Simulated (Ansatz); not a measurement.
`COCI` + H₂ → `CI` + CH₃OH at 500 K and 1 bar (hydrogenolysis of a C–O bond).

Isolated molecules relaxed with PBE0-D4/def2-TZVP in Ansatz; ΔE leaves out vibrations. CBS: MP2 limit from def2 TZ/QZ plus the TZ coupled-cluster correction, frozen cores. This one scheme is used for every species. Elements past krypton have def2 core potentials. For I outer-core shells are correlated without core-valence functions, which leaves a few kJ/mol of doubt a bond. One conformer a species, not always the lowest.

```tsv
species	CCSD(T)/CBS energy (Eh)	H − E (kJ/mol)	S (J/(mol·K))
`COCI`	-451.70656	220.2	367.5
H₂	-1.17544	41.0	145.5
`CI`	-337.29646	117.2	279.4
CH₃OH	-115.61712	157.0	265.4
```

H − E and S are ideal-gas, rigid-rotor, harmonic terms from PBE0-D4/def2-TZVP, for one conformer and one mirror image of each species. The MP2-based limit puts H₂ 0.8 mEh under its directly extrapolated value; such offsets cancel only in part. 1 Eh = 2625.50 kJ/mol, R = 8.31446 J/(mol·K).

By hand: ΔE, ΔH, ΔS and ΔG.

ΔE = (-337.29646) + (-115.61712) − (-451.70656) − (-1.17544) = -0.03158 Eh = -82.9 kJ/mol. Δ(H − E) = 117.2 + 157.0 − 220.2 − 41.0 = 13.0, so ΔH = -69.9 kJ/mol. ΔS = 279.4 + 265.4 − 367.5 − 145.5 = 31.8 J/(mol·K). ΔG = -69.9 − 500 × (31.8)/1000 = -85.8 kJ/mol.

By hand: the equilibrium constant, and the temperature at which ΔG would vanish if ΔH and ΔS stayed fixed.

log₁₀ K = −ΔG/(RT ln 10) = 9.0. ΔH and −TΔS have one sign here, so there is no such temperature.

ΔH outweighs TΔS. A doubt of 5 kJ/mol in ΔE shifts log₁₀ K by 0.5 here. Other conformers and mirror images would add mixing entropy, several J/(mol·K) or more a flexible species. These are equilibria of isolated gas molecules and say nothing of rates. Largest T1 diagnostic: 0.011 (customary marks: 0.02 for closed shells, 0.045 for open ones).
